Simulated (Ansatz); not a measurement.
Reaction (formal exchange of groups at the Si–Si bond): `[SiH3]O[SiH2][SiH3]` + `O[SiH](Cl)Cl` → `O[Si]([SiH3])(Cl)Cl` + disiloxane

Computed with Ansatz on PBE0-D4/def2-TZVP structures; ΔE is electronic, products minus reactants. CCSD(T)/CBS adds triple-zeta CCSD(T) − MP2 to the extrapolated MP2 energy (def2 sets, frozen cores). This one scheme is used for every species. Functionals use def2-TZVPP. B3LYP here is the variant with VWN-RPA as its local correlation; programs differ in this. HSE06 is defined as in plane-wave codes. Each species was taken in one conformer, which may not be the lowest.

**Question.** Is it downhill or uphill in electronic energy at CCSD(T)/CBS, and by how much? (Best estimate.)

**Answer.** Ansatz gave: Downhill: ΔE = -0.04 eV.

**Question.** What do these levels give: LDA (SPW92), BHLYP-D4, B3LYP, r2SCAN0, HSE06, HF/def2-QZVPP? (An estimate is asked.)

**Answer.** Ansatz gave: LDA (SPW92) -0.01, BHLYP-D4 -0.06, B3LYP -0.04, r2SCAN0 -0.02, HSE06 -0.02, HF/def2-QZVPP -0.05 eV.

Largest T1 diagnostic among the species: 0.012.

Leaving LDA and LC-ωPBE aside and taking each functional with its dispersion term where it has one, the values, not all of them listed here, spread over 0.05 eV, from BLYP-D4 to B97M-V.
